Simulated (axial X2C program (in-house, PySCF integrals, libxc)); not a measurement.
# How long does LiGe take?

A bond scan computed with an in-house relativistic program for diatomic molecules. Basis: Ge dyall-cv3z [9s9p7d4f1g], Li dyall-cv3z [7s8p2d] (cores contracted in-house).

Input:
```json
{"zs": [32, 3], "q": 0, "bas": ["dyall-cv3z", "dyall-cv3z"], "levels": ["PBE0", "HF", "B3LYP"], "cc": true, "r0": 2.54, "thr": -2.0, "nmax": 90, "npts": 10, "nst": 2, "ntry": 6}
```
```bash
python so2c.py task.json out
```

Keys: zs atomic numbers; q charge; bas basis sets; levels methods; cc coupled cluster on or off; r0 starting distance in Å; thr threshold in hartree for freezing inner shells (an s shell follows its p shell); nmax most natural virtual spinors; npts points on the curve; nst determinants followed; ntry starts of the search. HF also brings MP2.

Hardware: 1 thread of Arm Neoverse V2 (shared host).

Wall time of one point of each curve, integrals apart:

| Hamiltonian | level | points | seconds a point |
| --- | --- | --- | --- |
| spin-free | PBE0 | 10 | 0.29 |
| spin-free | HF | 10 | 0.16 |
| spin-free | CCSD(T) (15 electrons, 89 virtuals) | 7 | 6.8 |
| spin-free | B3LYP | 10 | 0.3 |
| 2c | PBE0 | 10 | 0.41 |
| 2c | HF | 10 | 0.32 |
| 2c | CCSD(T) (15 electrons, 90 virtuals) | 7 | 8.3 |
| 2c | B3LYP | 10 | 0.48 |

The rest:

Search with its distance optimisation 22 s, atoms 38 s, whole task 190 s. Coupled cluster runs on the points near the minimum only. The program drops outer points, and coupled cluster, when its time limit (not in the input) nears; MP2, further determinants and curves that did not converge are not in the table.
